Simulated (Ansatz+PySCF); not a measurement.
# singlet BeO: levels of theory in one basis

```yaml
atoms:
  - { symbol: Be, position_ang: [0.0000, 0.0000, -0.8209] }
  - { symbol: O, position_ang: [0.0000, 0.0000, 0.4105] }
```

Basis set: def2-SVP (spherical functions). Left uncorrelated: 1 orbital. Charge 0, multiplicity 1.

Computed with Ansatz (development build ahead of 0.2.0); each method stands on the lowest determinant of its kind that the runs found. NEVPT2 correlates all electrons. Active spaces start from the frontier orbitals, and the lowest solution found is given.

| method | E − E(RHF) (eV) | <S²> of the determinant |
| --- | --- | --- |
| RHF | 0.00 | 0.00 |
| RHF-CCSD | -6.09 | – |
| RHF-CCSD(T) | -6.28 | – |
| CASSCF(8,8) | -4.09 | – |
| SC-NEVPT2(8,8) | -5.90 | – |

**Question.** What does RHF-MP2 give on the same scale?

**Answer.** -6.19 eV.

**Question.** Is a single determinant a sound starting point here?

**Answer.** By this sign, yes. Unrestricted orbitals gain 0.00 eV and <S²> is 0.00 against 0.00 for a pure state. The CASSCF(8,8) natural occupations are 1.99, 1.97, 1.96, 1.96, 0.04, 0.04, 0.03, 0.01.
